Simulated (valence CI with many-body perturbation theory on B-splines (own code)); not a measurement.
**Ladder of approximations for Lu22+**

Computed by valence CI with perturbative core correlation (CI+MBPT): three valence electrons over a frozen Dirac-Fock core [Kr] 4d10, a basis of 8 s, 8 p, 9 d, 9 f, 6 g, 3 h, 2 i functions for each j, with the one-electron correlation potential Σ1 (screened to all orders), the two-electron term Σ2, the three-electron term Σ3, Breit, model QED; selected single and double excitations, second order for the rest, scaled by the run's own slope (own B-spline code, finite nucleus).

No measured spectrum was set against this ion. As an estimate, terms of the open shell hold to a few per cent of their energy, and close levels can change places. Core correlation moves these levels by up to 44000 cm⁻¹, and in measured spectra 5 to 20 % of such shifts remained as error; rates that hang on mixing are uncertain with them.

Each rung adds one term. CI alone is the Dirac-Coulomb CI over the frozen core; QED comes last and gives the full result, which names the levels. Energies are above 4f3 4I°_9/2 on the same rung, in eV.

Names give the largest LS component (configuration and term), which can be under half, so a name can repeat, a term be missing and a line seem to break the LS rules; names also repeat where a configuration has a term twice. Letters in brackets count levels of one name in rising energy.

| Level | CI alone | Σ1 | Σ2 | Σ3 | Breit | QED | Full |
| --- | --- | --- | --- | --- | --- | --- | --- |
| 4f3 4I°_11/2 | 1.725 | +0.0561 | +0.0709 | +0.0055 | -0.1210 | +0.0088 | 1.745 |
| 4f3 4I°_13/2 | 3.311 | +0.0985 | +0.1096 | +0.0076 | -0.2326 | +0.0151 | 3.309 |
| 4f3 4F°_3/2 | 4.046 | +0.0244 | -0.2840 | +0.0160 | +0.0509 | +0.0014 | 3.855 |
| 4f3 2H°_9/2 [a] | 4.619 | +0.0578 | -0.0224 | -0.0482 | -0.0787 | +0.0070 | 4.535 |
| 4f3 4I°_15/2 | 4.765 | +0.1307 | +0.1275 | +0.0053 | -0.3316 | +0.0197 | 4.717 |
| 4f3 4F°_5/2 | 5.202 | +0.0653 | -0.2105 | -0.0023 | -0.0350 | +0.0079 | 5.027 |
| 4f3 4S°_3/2 | 5.572 | +0.0759 | -0.1997 | +0.1215 | -0.0491 | +0.0094 | 5.530 |
| 4f3 4F°_7/2 | 5.752 | +0.0781 | -0.1218 | -0.0348 | -0.0954 | +0.0099 | 5.588 |
| 4f3 4G°_5/2 | 6.292 | +0.0529 | -0.3620 | +0.0226 | +0.0096 | +0.0049 | 6.020 |
| 4f3 4G°_7/2 | 6.961 | +0.0922 | -0.2432 | +0.0088 | -0.0751 | +0.0110 | 6.754 |
| 4f3 4F°_9/2 | 6.992 | +0.1251 | -0.0643 | -0.0213 | -0.1919 | +0.0173 | 6.857 |
| 4f3 2H°_11/2 [a] | 7.205 | +0.1254 | +0.0197 | -0.0244 | -0.2182 | +0.0169 | 7.125 |
| 4f3 2K°_13/2 | 7.522 | +0.0985 | -0.0860 | -0.0170 | -0.1993 | +0.0125 | 7.331 |
| 4f3 2G°_7/2 [a] | 8.163 | +0.1278 | -0.0835 | -0.0389 | -0.1568 | +0.0171 | 8.028 |
| 4f3 2D°_3/2 [a] | 8.250 | +0.1131 | -0.2628 | +0.0797 | -0.0855 | +0.0134 | 8.108 |
| 4f3 4G°_9/2 | 8.587 | +0.1279 | -0.2390 | +0.0133 | -0.1712 | +0.0165 | 8.334 |
| 4f3 2K°_15/2 | 8.884 | +0.1250 | -0.1520 | -0.0029 | -0.2747 | +0.0157 | 8.595 |
| 4f3 2P°_1/2 | 8.744 | +0.0979 | -0.3165 | +0.1488 | -0.0531 | +0.0104 | 8.631 |
| 4f3 2D°_5/2 [a] | 9.463 | +0.1140 | -0.2111 | +0.0628 | -0.0589 | +0.0114 | 9.381 |
| 4f3 4G°_11/2 | 9.769 | +0.1401 | -0.2357 | -0.0188 | -0.2317 | +0.0177 | 9.440 |
| 4f3 2D°_5/2 [b] | 10.398 | +0.1065 | -0.4513 | +0.0341 | -0.1091 | +0.0136 | 9.992 |
| 4f3 2G°_9/2 [a] | 10.099 | +0.1880 | +0.0077 | -0.0422 | -0.2852 | +0.0257 | 9.993 |
| 4f3 4D°_3/2 | 10.357 | +0.0975 | -0.4542 | +0.0807 | -0.0575 | +0.0108 | 10.034 |
| 4f3 2I°_11/2 | 10.815 | +0.1266 | -0.3537 | +0.0821 | -0.1976 | +0.0154 | 10.488 |
| 4f3 4D°_1/2 | 11.430 | +0.1388 | -0.4427 | +0.0846 | -0.1329 | +0.0171 | 11.095 |
| 4f3 2D°_3/2 [b] | 11.528 | +0.1811 | -0.2599 | +0.0951 | -0.1940 | +0.0228 | 11.373 |
| 4f3 2L°_15/2 | 11.912 | +0.1600 | -0.2747 | +0.0102 | -0.3170 | +0.0211 | 11.511 |
| 4f3 2I°_13/2 | 11.987 | +0.1496 | -0.3257 | +0.1057 | -0.2781 | +0.0183 | 11.657 |
| 4f3 4D°_7/2 | 12.326 | +0.1450 | -0.5165 | +0.0377 | -0.1342 | +0.0170 | 11.874 |
| 4f3 2L°_17/2 | 12.604 | +0.1558 | -0.4097 | +0.0255 | -0.3596 | +0.0191 | 12.035 |
| 4f3 2H°_9/2 [b] | 12.621 | +0.1429 | -0.4564 | -0.0058 | -0.1822 | +0.0173 | 12.137 |

The middle columns are the shifts that each term adds.

**Question.** How does the ionisation energy move along the ladder, and which term matters most?

**Answer.** CI alone 615.21, + Σ1 618.69, + Σ2 624.32, + Σ3 624.34, + Breit 624.35, + QED 624.40 eV. The largest step is Σ2, 5.63 eV. NIST lists 630 ± 30 eV (theoretical).
